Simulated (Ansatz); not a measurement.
Born–Oppenheimer molecular dynamics of a periodic cell of 15 atoms, H2Ru12N (surface Ru(0001), adsorbate NH2, incident energy 20 eV, 20° from the normal). It starts from an unrelaxed structure (largest force component 2.10 eV/Å).

All numbers below come from Ansatz, DFT PBEsol, scalar-relativistic, plane waves, PAW. Settings: accuracy low, PAW set soft_1, cutoff 420 eV, k mesh 2x2x1, fermi-dirac smearing 0.05 eV, no spin polarisation.

| Property | Result |
| --- | --- |
| ensemble | NVE (velocity Verlet) |
| time step | 0.5 fs |
| steps asked | 210 |
| starting velocities | zero, but for any typed in the input |
| atoms held | 1 to 4 |
| seed | 400359 |

Frames 2.5 fs apart, positions in Å, forces in eV/Å.

Velocities at 15 fs (Å/ps):

```
Ru 0.00 0.00 0.00
Ru 0.00 0.00 0.00
Ru 0.00 0.00 0.00
Ru 0.00 0.00 0.00
Ru -0.12 -0.06 0.11
Ru 0.12 -0.01 0.36
Ru 0.05 0.08 0.21
Ru -0.07 -0.03 0.07
Ru 0.01 0.11 -1.92
Ru 0.05 -0.05 -1.66
Ru -0.47 -0.20 -0.43
Ru 0.16 0.01 -1.70
N 55.20 1.14 -156.46
H 55.57 8.58 -162.25
H 48.14 -11.92 -177.97
```

```xyz
15
Lattice="5.4000 0.0000 0.0000 2.7000 4.6765 0.0000 0.0000 0.0000 17.2768" Properties=species:S:1:pos:R:3:forces:R:3 time_fs=15 energy_less_start_eV=-3.366 T=16427
Ru 0.000 0.000 1.000 0.02 0.02 1.41
Ru 2.700 0.000 1.000 0.00 -0.03 1.08
Ru 1.350 2.338 1.000 0.01 0.05 1.23
Ru 4.050 2.338 1.000 0.05 -0.01 1.31
Ru -0.001 1.558 3.139 -0.09 -0.03 -0.04
Ru 2.700 1.559 3.141 0.29 -0.15 0.08
Ru 1.350 3.897 3.140 0.05 0.21 0.08
Ru 4.050 3.897 3.139 -0.11 -0.02 -0.20
Ru 0.000 0.001 5.263 -0.12 0.06 -1.44
Ru 2.700 0.000 5.264 0.18 -0.03 -1.07
Ru 1.348 2.337 5.269 -0.66 -0.24 -0.47
Ru 4.051 2.338 5.264 0.11 -0.10 -1.29
N 6.232 2.272 7.201 0.28 0.30 0.75
H 6.932 2.768 7.824 -0.96 -0.56 -0.53
H 5.504 1.762 7.778 0.94 0.54 -0.90
15
Lattice="5.4000 0.0000 0.0000 2.7000 4.6765 0.0000 0.0000 0.0000 17.2768" Properties=species:S:1:pos:R:3:forces:R:3 time_fs=17.5 energy_less_start_eV=-1.466 T=15070
Ru 0.000 0.000 1.000 0.08 0.02 1.40
Ru 2.700 0.000 1.000 0.08 -0.01 1.26
Ru 1.350 2.338 1.000 0.02 0.07 1.29
Ru 4.050 2.338 1.000 0.10 0.01 1.39
Ru -0.001 1.558 3.139 -0.05 0.03 -0.27
Ru 2.701 1.559 3.142 0.49 -0.34 -0.72
Ru 1.350 3.898 3.140 -0.04 0.40 -0.50
Ru 4.049 3.897 3.139 -0.10 -0.03 -0.44
Ru 0.000 0.001 5.258 -0.20 -0.03 -1.35
Ru 2.700 0.000 5.260 0.14 0.10 -1.05
Ru 1.347 2.337 5.267 2.54 0.25 -13.90
Ru 4.051 2.338 5.259 -0.11 -0.19 -1.30
N 6.370 2.276 6.816 -2.62 -0.27 12.79
H 7.046 2.776 7.411 -0.03 0.15 0.85
H 5.647 1.746 7.315 -0.29 -0.17 0.55
15
Lattice="5.4000 0.0000 0.0000 2.7000 4.6765 0.0000 0.0000 0.0000 17.2768" Properties=species:S:1:pos:R:3:forces:R:3 time_fs=20 energy_less_start_eV=9.685 T=7243
Ru 0.000 0.000 1.000 0.24 -0.13 1.29
Ru 2.700 0.000 1.000 -0.03 -0.08 1.39
Ru 1.350 2.338 1.000 0.12 0.11 1.40
Ru 4.050 2.338 1.000 0.05 0.20 1.39
Ru -0.001 1.558 3.140 -0.04 0.00 -0.98
Ru 2.701 1.558 3.142 0.57 -0.41 -1.93
Ru 1.350 3.898 3.140 -0.04 0.55 -1.71
Ru 4.049 3.897 3.139 -0.07 -0.06 -0.25
Ru 0.000 0.001 5.252 -0.21 -0.24 -0.88
Ru 2.700 -0.001 5.254 -0.04 0.18 -1.22
Ru 1.348 2.337 5.255 11.95 2.70 -60.30
Ru 4.052 2.338 5.254 -0.45 -0.03 -1.07
N 6.494 2.277 6.498 -10.96 -2.31 57.22
H 7.165 2.798 7.055 1.88 1.67 3.00
H 5.764 1.711 6.890 -2.97 -2.15 2.65
15
Lattice="5.4000 0.0000 0.0000 2.7000 4.6765 0.0000 0.0000 0.0000 17.2768" Properties=species:S:1:pos:R:3:forces:R:3 time_fs=22.5 energy_less_start_eV=12.421 T=5340
Ru 0.000 0.000 1.000 0.27 -0.24 1.25
Ru 2.700 0.000 1.000 -0.05 -0.09 1.42
Ru 1.350 2.338 1.000 0.16 0.11 1.41
Ru 4.050 2.338 1.000 -0.01 0.33 1.32
Ru -0.002 1.558 3.139 -0.19 -0.08 -1.60
Ru 2.703 1.558 3.141 0.67 -0.47 -2.22
Ru 1.351 3.899 3.140 -0.10 0.67 -2.19
Ru 4.049 3.897 3.139 0.03 -0.07 -0.25
Ru 0.000 0.001 5.245 -0.16 -0.26 -0.19
Ru 2.701 0.000 5.249 -0.06 0.06 -1.40
Ru 1.355 2.338 5.208 10.44 4.04 -69.93
Ru 4.052 2.338 5.248 -0.42 0.08 -0.81
N 6.574 2.269 6.420 -9.49 -3.13 70.14
H 7.383 2.910 6.858 1.69 1.40 1.66
H 5.719 1.559 6.605 -2.78 -2.33 1.38
15
Lattice="5.4000 0.0000 0.0000 2.7000 4.6765 0.0000 0.0000 0.0000 17.2768" Properties=species:S:1:pos:R:3:forces:R:3 time_fs=25 energy_less_start_eV=0.909 T=13394
Ru 0.000 0.000 1.000 0.16 -0.24 1.16
Ru 2.700 0.000 1.000 0.12 -0.03 1.45
Ru 1.350 2.338 1.000 0.15 0.10 1.29
Ru 4.050 2.338 1.000 -0.03 0.22 1.18
Ru -0.002 1.558 3.138 -0.24 0.02 -1.40
Ru 2.704 1.557 3.139 0.84 -0.58 -1.86
Ru 1.351 3.900 3.138 -0.26 0.85 -1.89
Ru 4.048 3.897 3.139 0.08 -0.01 -0.61
Ru -0.001 0.001 5.238 -0.01 -0.87 0.07
Ru 2.701 0.000 5.242 0.03 0.01 -1.32
Ru 1.368 2.341 5.124 1.07 0.84 -12.66
Ru 4.051 2.338 5.242 -0.23 0.17 -0.70
N 6.615 2.249 6.617 -0.75 0.03 15.85
H 7.699 3.102 6.756 0.33 0.36 -0.56
H 5.513 1.272 6.400 -1.26 -0.87 0.01
15
Lattice="5.4000 0.0000 0.0000 2.7000 4.6765 0.0000 0.0000 0.0000 17.2768" Properties=species:S:1:pos:R:3:forces:R:3 time_fs=27.5 energy_less_start_eV=-0.212 T=14209
Ru 0.000 0.000 1.000 0.04 -0.08 1.17
Ru 2.700 0.000 1.000 0.18 0.00 1.34
Ru 1.350 2.338 1.000 0.01 0.12 1.09
Ru 4.050 2.338 1.000 0.06 -0.05 1.11
Ru -0.003 1.558 3.135 -0.43 -0.06 -1.67
Ru 2.706 1.556 3.136 0.95 -0.67 -1.53
Ru 1.350 3.902 3.134 -0.24 1.07 -1.57
Ru 4.048 3.896 3.138 0.29 -0.01 -1.11
Ru -0.001 0.000 5.231 0.46 -4.77 -3.52
Ru 2.701 0.000 5.234 0.17 0.17 -0.93
Ru 1.383 2.345 5.029 -0.68 -0.28 4.98
Ru 4.051 2.338 5.234 -0.14 0.24 -0.55
N 6.651 2.228 6.897 0.43 0.39 -2.38
H 8.040 3.321 6.632 -0.03 0.11 -0.72
H 5.227 0.953 6.227 -1.06 3.82 4.28
15
Lattice="5.4000 0.0000 0.0000 2.7000 4.6765 0.0000 0.0000 0.0000 17.2768" Properties=species:S:1:pos:R:3:forces:R:3 time_fs=30 energy_less_start_eV=1.020 T=13344
Ru 0.000 0.000 1.000 0.01 0.00 1.12
Ru 2.700 0.000 1.000 0.11 -0.06 1.25
Ru 1.350 2.338 1.000 -0.03 0.07 0.89
Ru 4.050 2.338 1.000 0.10 -0.07 1.10
Ru -0.004 1.558 3.132 -0.77 -0.19 -2.13
Ru 2.708 1.554 3.132 1.28 -0.79 -1.89
Ru 1.350 3.904 3.130 -0.04 1.43 -1.77
Ru 4.048 3.896 3.136 0.39 -0.07 -1.41
Ru -0.001 -0.003 5.223 0.84 -2.26 -2.72
Ru 2.701 0.000 5.226 0.39 0.36 -0.76
Ru 1.396 2.349 4.937 -0.66 -0.40 7.98
Ru 4.051 2.338 5.227 -0.14 -0.13 -0.33
N 6.688 2.208 7.171 0.09 0.00 -4.67
H 8.381 3.545 6.469 0.13 -0.27 0.07
H 4.868 0.825 6.281 -1.70 2.38 3.28
15
Lattice="5.4000 0.0000 0.0000 2.7000 4.6765 0.0000 0.0000 0.0000 17.2768" Properties=species:S:1:pos:R:3:forces:R:3 time_fs=32.5 energy_less_start_eV=2.450 T=12342
Ru 0.000 0.000 1.000 0.00 0.07 0.98
Ru 2.700 0.000 1.000 -0.01 -0.12 1.10
Ru 1.350 2.338 1.000 -0.01 0.01 0.85
Ru 4.050 2.338 1.000 0.10 0.00 1.07
Ru -0.005 1.557 3.127 -1.15 -0.45 -2.52
Ru 2.712 1.552 3.127 1.79 -1.04 -2.57
Ru 1.350 3.908 3.125 -0.01 1.88 -2.42
Ru 4.048 3.896 3.134 0.27 0.02 -1.26
Ru -0.001 -0.007 5.213 -1.56 1.65 -0.60
Ru 2.702 0.000 5.218 0.64 0.54 -0.42
Ru 1.410 2.353 4.850 -0.97 -0.39 9.26
Ru 4.050 2.338 5.220 0.18 -0.96 0.05
N 6.725 2.189 7.426 -0.03 -0.10 -4.09
H 8.733 3.750 6.314 0.84 -1.09 1.36
H 4.420 0.844 6.522 -0.08 -0.01 -0.80
15
Lattice="5.4000 0.0000 0.0000 2.7000 4.6765 0.0000 0.0000 0.0000 17.2768" Properties=species:S:1:pos:R:3:forces:R:3 time_fs=35 energy_less_start_eV=4.145 T=11151
Ru 0.000 0.000 1.000 -0.08 0.09 0.88
Ru 2.700 0.000 1.000 0.00 -0.06 0.89
Ru 1.350 2.338 1.000 -0.03 -0.01 0.81
Ru 4.050 2.338 1.000 0.06 -0.04 0.92
Ru -0.007 1.556 3.121 -1.59 -0.83 -2.75
Ru 2.716 1.550 3.120 2.31 -1.42 -3.30
Ru 1.349 3.912 3.118 -0.17 2.36 -3.19
Ru 4.049 3.896 3.131 0.06 0.04 -0.98
Ru -0.001 -0.011 5.202 -1.69 1.51 -0.23
Ru 2.703 0.001 5.209 1.07 0.77 0.19
Ru 1.423 2.356 4.768 -1.06 -0.36 10.51
Ru 4.050 2.338 5.212 0.18 -1.52 0.38
N 6.763 2.169 7.664 0.04 -0.10 -3.19
H 9.133 3.898 6.227 0.94 -0.49 0.62
H 3.960 0.874 6.732 -0.04 0.06 -1.57
15
Lattice="5.4000 0.0000 0.0000 2.7000 4.6765 0.0000 0.0000 0.0000 17.2768" Properties=species:S:1:pos:R:3:forces:R:3 time_fs=37.5 energy_less_start_eV=5.493 T=10201
Ru 0.000 0.000 1.000 -0.11 0.01 0.75
Ru 2.700 0.000 1.000 0.06 0.02 0.73
Ru 1.350 2.338 1.000 0.01 0.05 0.69
Ru 4.050 2.338 1.000 -0.07 -0.05 0.78
Ru -0.010 1.555 3.114 -2.08 -1.17 -2.91
Ru 2.722 1.546 3.112 2.94 -1.80 -4.12
Ru 1.349 3.918 3.110 -0.24 2.97 -3.84
Ru 4.049 3.896 3.127 -0.10 -0.02 -1.00
Ru -0.003 -0.014 5.191 -0.73 0.69 0.08
Ru 2.705 0.002 5.201 2.17 1.44 0.46
Ru 1.435 2.360 4.692 -1.19 -0.27 11.68
Ru 4.050 2.336 5.205 -0.12 -1.31 0.31
N 6.800 2.149 7.887 0.23 -0.14 -2.42
H 9.581 4.014 6.181 -0.49 -0.37 0.35
H 3.495 0.905 6.851 -0.28 -0.02 -1.53
15
Lattice="5.4000 0.0000 0.0000 2.7000 4.6765 0.0000 0.0000 0.0000 17.2768" Properties=species:S:1:pos:R:3:forces:R:3 time_fs=40 energy_less_start_eV=7.238 T=8977
Ru 0.000 0.000 1.000 -0.16 -0.02 0.52
Ru 2.700 0.000 1.000 0.18 0.08 0.62
Ru 1.350 2.338 1.000 -0.05 0.02 0.64
Ru 4.050 2.338 1.000 -0.13 -0.08 0.59
Ru -0.014 1.554 3.104 -2.46 -1.40 -3.05
Ru 2.729 1.542 3.100 3.66 -1.95 -5.07
Ru 1.349 3.925 3.099 -0.10 3.58 -4.42
Ru 4.049 3.895 3.123 -0.13 -0.10 -0.99
Ru -0.004 -0.017 5.180 -0.47 0.39 -0.01
Ru 2.708 0.004 5.192 4.47 3.19 -2.44
Ru 1.446 2.363 4.624 -1.43 -0.22 12.81
Ru 4.049 2.334 5.198 -0.24 -0.81 -0.03
N 6.839 2.128 8.101 0.46 -0.31 -1.90
H 9.992 4.096 6.177 -3.21 -2.29 3.87
H 3.015 0.936 6.880 -0.40 -0.07 -1.15
15
Lattice="5.4000 0.0000 0.0000 2.7000 4.6765 0.0000 0.0000 0.0000 17.2768" Properties=species:S:1:pos:R:3:forces:R:3 time_fs=42.5 energy_less_start_eV=7.655 T=8679
Ru 0.000 0.000 1.000 -0.10 0.02 0.36
Ru 2.700 0.000 1.000 0.17 0.09 0.43
Ru 1.350 2.338 1.000 -0.09 -0.01 0.51
Ru 4.050 2.338 1.000 -0.08 -0.09 0.45
Ru -0.020 1.551 3.093 -2.71 -1.58 -3.17
Ru 2.739 1.536 3.086 4.08 -1.97 -5.82
Ru 1.348 3.935 3.086 -0.02 4.03 -4.80
Ru 4.050 3.895 3.118 -0.08 -0.10 -0.74
Ru -0.007 -0.019 5.169 -0.36 0.42 -0.02
Ru 2.713 0.008 5.183 1.85 1.94 -1.32
Ru 1.457 2.366 4.563 -1.54 -0.24 13.83
Ru 4.049 2.332 5.191 -0.01 -0.45 -0.20
N 6.880 2.106 8.306 0.53 -0.52 -1.72
H 10.240 4.056 6.378 -1.38 -1.59 2.75
H 2.512 0.963 6.841 -0.27 0.05 -0.55
```

Of the whole run (105 fs, mean temperature of the second half 6904 K): The conserved energy stayed within 4.2 meV per atom of its start (net change -0.75 meV per atom), so there is no drift, though single steps change it by up to 34 meV in the whole system, a sign of fast motions only just resolved. A run of 0.1 ps of so small a system gives no equilibrium averages. Limits of this set-up: coarse k mesh, thin slab, slab without dipole correction, odd electron count without spin, PAW files made for another functional, low accuracy level.

The run took 46 min on 2 threads of AMD EPYC 7571, on a shared host, peak memory 1.1 GiB.
